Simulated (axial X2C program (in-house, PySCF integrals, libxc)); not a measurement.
# Ω levels of ClOsCl⁺ from open-shell CI on d5 s0 p(π)0

Computed with an axial X2C code built on PySCF integrals: two-component X2C with atomic mean-field Coulomb and Gaunt terms, basis Cl dyall-v3z, Os dyall-v3z (cores contracted in-house). Orbitals come from Hartree–Fock averaged over the configuration Os d5 s0 p(π)0; CI then distributes these electrons over the d, s, p(π) shells of Os.

Cl–Os–Cl held linear, both bonds 2.210 Å (near the minimum of the configuration average).

Active spinors (ω > 0):

```
shell    ω  ε (eV)                     character
    d  3/2  -15.06                      99% Os d
    d  5/2  -14.20                     100% Os d
    d  1/2  -13.65  62% Os d, 21% Os s, 16% Cl p
    d  1/2  -12.96  70% Os d, 16% Cl p, 12% Os s
    d  3/2  -12.79            77% Os d, 18% Cl p
    s  1/2   -2.72  65% Os s, 19% Os d, 10% Cl p
 p(π)  1/2   -3.58    85% Os p, 6% Cl p, 6% Os f
 p(π)  3/2   -3.27             87% Os p, 5% Os f
```

Lowest levels of this model:

```
   Ω  energy (cm⁻¹)     g∥  configuration
 5/2              0   9.72        100% d5
 1/2            188   1.96        100% d5
 3/2            196   5.89        100% d5
 5/2          10019   7.07        100% d5
 3/2          12275   3.34        100% d5
 7/2          12386   9.00        100% d5
 1/2          12991   0.23        100% d5
 5/2          13572   5.96        100% d5
 9/2          13791  11.76        100% d5
 7/2          14651   9.06        100% d5
 3/2          15454   2.38        100% d5
 1/2          15774   3.48        100% d5
 5/2          16111   5.40        100% d5
 1/2          16618   1.44        100% d5
 3/2          16838   3.59        100% d5
 7/2          19606   9.05        100% d5
 7/2          23190   8.46        100% d5
 9/2          23927   9.94        100% d5
11/2          24115  13.66        100% d5
 9/2          24462   9.99        100% d5
```

g∥ is the magnitude of 2⟨Lz + ge Sz⟩ for the +Ω component.

Task: From Ω and g∥ of the lowest level, whose 2⟨Lz + ge Sz⟩ is positive, find ⟨Sz⟩ and ⟨Lz⟩ (ge = 2.0023).

Result: Ω = ⟨Lz⟩ + ⟨Sz⟩ = 5/2 and ⟨Lz⟩ + ge⟨Sz⟩ = 4.860, so ⟨Sz⟩ = 2.35 and ⟨Lz⟩ = 0.15.

Occupations of the active spinors in the lowest level by ω, shell by shell in order of energy: -5/2: 0.00; -3/2: 0.99 0.01 0.00; -1/2: 0.52 0.48 0.00 0.00; 1/2: 0.75 0.25 0.00 0.00; 3/2: 0.22 0.79 0.00; 5/2: 1.00. The leading determinant has weight 0.30 among 433.

This point took 3.2 s on 1 thread of Arm Neoverse V2, with other jobs on the host.

Dynamic correlation is missing, so gaps between terms are too wide and other configurations may lie lower; the lowest level listed is that of this model, not necessarily the ground state. For d shells the ligand-field splittings (σ, π, δ) and their order can be off by a thousand cm⁻¹ or more. At most 4 roots were kept for each Ω > 0 (twice that for Ω = 0) within 3.2 eV of the lowest, so higher up levels can be missing between those listed; levels with Ω > 0 are doubly degenerate and listed once, Ω = 0 levels singly. The open spinors mix strongly with ligand orbitals, which this small active space describes poorly. States that fill the shells left empty in the average are placed too high. The molecule was held linear; bending was not examined.
